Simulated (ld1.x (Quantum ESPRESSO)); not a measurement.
## Before and after: ultrasoft potential for gold

```
Element                 : Au (Z = 79)
Generator               : ld1.x (Quantum ESPRESSO) 7.5
Type                    : ultrasoft
Functional              : BP86
Relativity              : scalar-relativistic
Frozen core             : [Xe] 4f14
Valence charge          : 11
Reference configuration : 5d9 6s2 6p0
Partial waves           : 6s (bound): rcut 2.00, rcutus 2.60 bohr; 6s channel at 0.75 Ry: rcut 2.00, rcutus 2.60 bohr; 6p (bound, empty): rcut 2.60, rcutus 2.95 bohr; 6p channel at 2.7 Ry: rcut 2.60, rcutus 2.95 bohr; 5d (bound): rcut 1.25, rcutus 1.55 bohr; 5d channel at 0.65 Ry: rcut 1.25, rcutus 1.55 bohr
Local potential         : all-electron potential smoothed inside 1.85 bohr (lloc = -1)
Core correction         : none
Augmentation charge     : PSQ, radius 1.25 bohr
```

Change: waves 6s (bound): rcut 2.00, rcutus 2.52 bohr; 6s channel at 0.75 Ry: rcut 2.00, rcutus 2.52 bohr.

Cutoffs: the cutoffs (Ry, on a coarse ladder) from which the occupation-weighted sum of valence levels, in a spherical-Bessel basis at the reference potential, stays within 10 and 1 mRy of its value at 400 Ry; they do not see the model core or the augmentation charge, which bear on the density cutoff. Errors are all-electron minus pseudo energies relative to the spin-unpolarised reference configuration.

**Question.** What does the change do?

**Answer.** The potential gets neither clearly harder nor softer (45 Ry and 80 Ry → 45 Ry and 80 Ry); both files keep a bound ghost (s); the errors of the 7 common tests hardly move.

| quantity | base | changed |
| --- | --- | --- |
| cutoff, loose | 45 Ry | 45 Ry |
| cutoff, tight | 80 Ry | 80 Ry |
| bound ghosts | s | s |
| error for 5d10 6s1 6p0, meV [ΔE -1.64 eV] | +4.3 | +4.4 |
| error for 5d10 6s0 6p0, meV [ΔE 7.93 eV] | +67 | +66 |
| error for 5d9 6s0 6p0, meV [ΔE 29.26 eV] | +95 | +95 |
| error for 5d7 6s0 6p0, meV [ΔE 111.07 eV] | -88 | -88 |
| error for 5d8 6s0 6p0, meV [ΔE 63.25 eV] | +63 | +63 |
| error for 5d9 6s1 6p1, meV [ΔE 5.87 eV] | +8.6 | +8.5 |
| error for 5d10 6s0.5 6p0, meV [ΔE 2.22 eV] | +23 | +23 |
| s: phases at 3.20 bohr within 0.05 rad from the reference energy up to (Ry; the scan ends near 5) | to the end of the scan | to the end of the scan |
| p: phases at 3.20 bohr within 0.05 rad from the reference energy up to (Ry; the scan ends near 5) | 3.0 | 3.0 |
| d: phases at 3.20 bohr within 0.05 rad from the reference energy up to (Ry; the scan ends near 5) | to the end of the scan | to the end of the scan |
| lowest overlap eigenvalue by channel | s 0.26, p 0.57, d 0.94 | s 0.28, p 0.57, d 0.94 |

 A true bound ghost makes a file unfit for plane-wave use even where its test errors are small: the radial tests pick states by their node count and pass the ghost by.
